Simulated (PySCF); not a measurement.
`N#CCSC[SiH3]`. The calculation used PBE0-D3(BJ)/def2-SVP geometry optimisation, gas phase (PySCF).

```
atom  x, y, z in Å
N1    -2.3785    2.0690   -0.3895
C2    -2.0987    1.0308    0.0394
C3    -1.6816   -0.2636    0.5555
S4    -0.7999   -1.2618   -0.6824
C5     0.6120   -0.1724   -1.0364
Si6    1.9164   -0.1742    0.3350
H7    -1.0715   -0.1159    1.4610
H8    -2.5650   -0.8541    0.8421
H9     0.2483    0.8391   -1.2852
H10    1.0560   -0.5757   -1.9606
H11    1.2884    0.2035    1.6377
H12    2.5010   -1.5412    0.4566
H13    2.9983    0.8091    0.0229
```

Problem. Which two atoms are farthest apart?

Solution. N1···H12, 6.13 Å; the next longest distance is 5.86 Å.

Problem. Work out the bond lengths C2–C3, C3–S4, S4–C5, C5–H9, Si6–H12, Si6–H13 in Å.

Solution. For C2–C3 the difference vector is (0.4171, -1.2944, 0.5161) Å, of length 1.4546 Å. C2–C3 1.455; C3–S4 1.818; S4–C5 1.818; C5–H9 1.103; Si6–H12 1.492; Si6–H13 1.495 Å.

Problem. Where is the centre of mass (commonest isotopes), and what is the radius of gyration?

Solution. Mass 117.007 u; centre at (-0.332, -0.088, -0.188) Å; Rg = √(Σ m r²/M) = 2.026 Å. As Ia + Ib + Ic = 2 Σ m r², the three principal moments sum to 960.8 u·Å².

Problem. How far apart are these pairs, which share no bond: N1···S4, C2···H8, C5···H13, H7···H10, H9···H13?

Solution. N1···S4 3.698 Å (3 bonds apart); C2···H8 2.101 Å (2 bonds apart); C5···H13 2.789 Å (2 bonds apart); H7···H10 4.055 Å (4 bonds apart); H9···H13 3.045 Å (3 bonds apart).

Problem. Give the dihedral angles S4–C5–Si6–H11, H9–C5–Si6–H11, H9–C5–Si6–H12, C2–C3–S4–C5.

Solution. S4–C5–Si6–H11 -56° (synclinal); H9–C5–Si6–H11 69° (synclinal); H9–C5–Si6–H12 -171° (antiperiplanar); C2–C3–S4–C5 60° (synclinal). Dihedral signs follow IUPAC: positive where, seen along the central bond, the front bond turns clockwise onto the rear one.

No PBE0-D3(BJ)/def2-SVP frequencies stand behind this structure, so it isn't proved a minimum. One conformer, not necessarily the lowest.
